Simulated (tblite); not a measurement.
Parent: `[F:1][SiH2:2][NH:3][CH:4]1[CH2:5][CH2:6][CH2:7]1` with F1–Si2–N3–C4 47°, Si2–N3–C4–C5 -158°, N3–C4–C5–C6 -133°, C4–C5–C6–C7 12°, C5–C6–C7–C4 -12°, N3–C4–C7–C6 132°, C4H10FNSi.

The geometries are computed with GFN2-xTB (gas phase). One conformer each, not checked by frequencies here.

```
coordinate of the parent    value
                  F1–Si2  1.608 Å
                  Si2–N3  1.711 Å
                   N3–C4  1.435 Å
                   C4–C5  1.541 Å
                   C5–C6  1.536 Å
                   C6–C7  1.536 Å
                   C4–C7  1.545 Å
               F1–Si2–N3   105.1°
               Si2–N3–C4   124.9°
                N3–C4–C5   116.4°
                N3–C4–C7   118.2°
                C5–C4–C7    89.2°
                C4–C5–C6    89.4°
                C5–C6–C7    89.7°
                C4–C7–C6    89.2°
```

**Question.** How does the shared frame change in `[CH3:1]/[N:2]=[CH:3]\[C@@H:4]1[CH2:5][CH2:6][C@@H:7]1[NH:8][SiH2:9][F:10]` with N2–C3–C4–C5 -171°, C6–C7–N8–Si9 147°, C7–N8–Si9–F10 -34°, C3–C4–C5–C6 -101°, C4–C5–C6–C7 -14°, C5–C6–C7–N8 136°, C3–C4–C7–C6 102°, C6H13FN2Si? Atoms pair as F1 = F10, Si2 = Si9, N3 = N8, C4 = C7, C5 = C6, C6 = C5, C7 = C4 (parent first).

**Answer.** 
| parent | relative | value in the relative | change |
| --- | --- | --- | --- |
| F1–Si2 | F10–Si9 | 1.609 Å | +0.001 |
| Si2–N3 | Si9–N8 | 1.711 Å | 0.000 |
| N3–C4 | N8–C7 | 1.429 Å | -0.006 |
| C4–C5 | C7–C6 | 1.539 Å | -0.002 |
| C5–C6 | C6–C5 | 1.534 Å | -0.002 |
| C6–C7 | C5–C4 | 1.538 Å | +0.002 |
| C4–C7 | C7–C4 | 1.568 Å | +0.023 |
| F1–Si2–N3 | F10–Si9–N8 | 104.4° | -0.7 |
| Si2–N3–C4 | Si9–N8–C7 | 126.3° | +1.4 |
| N3–C4–C5 | N8–C7–C6 | 116.9° | +0.5 |
| N3–C4–C7 | N8–C7–C4 | 119.4° | +1.2 |
| C5–C4–C7 | C6–C7–C4 | 88.9° | -0.3 |
| C4–C5–C6 | C7–C6–C5 | 89.5° | +0.1 |
| C5–C6–C7 | C6–C5–C4 | 90.2° | +0.5 |
| C4–C7–C6 | C7–C4–C5 | 88.3° | -0.9 |

Of the parent's bonds, C4–C7 changes most (+0.023 Å). Bonds of the relative outside the shared frame: C1–N2 1.431, N2=C3 1.256, C3–C4 1.496 Å. Point group C1 → C1.
